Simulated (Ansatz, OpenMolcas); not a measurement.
**BBr2F (dibromofluoroborane): the vertical ionisation energy, rung by rung**

BBr2F has 4 atoms, charge 0, and is taken as a singlet. As SMILES, `FB(Br)Br`. The shape is that of a PBE0-D4/def2-TZVP optimisation.

```xyz
4

F     1.3166    0.4660    0.3644
B     0.1240    0.0438    0.0342
Br   -0.4830   -1.6294    0.7015
Br   -0.9575    1.1197   -1.1000
```

Each level gives the vertical ionisation energy (to the doublet cation) (eV). The values are calculated.

```csv
level,kind,program,value (eV),CPU time (all runs)
PBE/cc-pVDZ,GGA,OpenMolcas,10.41,54 s
TPSS/cc-pVDZ,meta-GGA,OpenMolcas,10.51,87 s
r2SCAN/cc-pVDZ,meta-GGA,OpenMolcas,10.73,79 s
BHLYP/cc-pVDZ,global hybrid,OpenMolcas,11.04,55 s
PBE0/cc-pVDZ,global hybrid,OpenMolcas,10.85,50 s
wB97M-V/cc-pVDZ,range-separated hybrid,Ansatz,11.09,2.3 min
wB97X/cc-pVDZ,range-separated hybrid,Ansatz,11.13,62 s
BCCD(T)/cc-pVDZ,coupled cluster or CI,Ansatz,10.83,79 s
```

All-electron rows without a relativistic Hamiltonian named are non-relativistic. Spin-orbit coupling, which can split open shells on such heavy atoms by tenths of an eV, is left out. The values span 10.41 to 11.13 eV. In the correlated wave-function rows the outer d shell of Br is correlated, in sets not made for it. CPU times are rough (shared hosts, several kinds of processor and program).
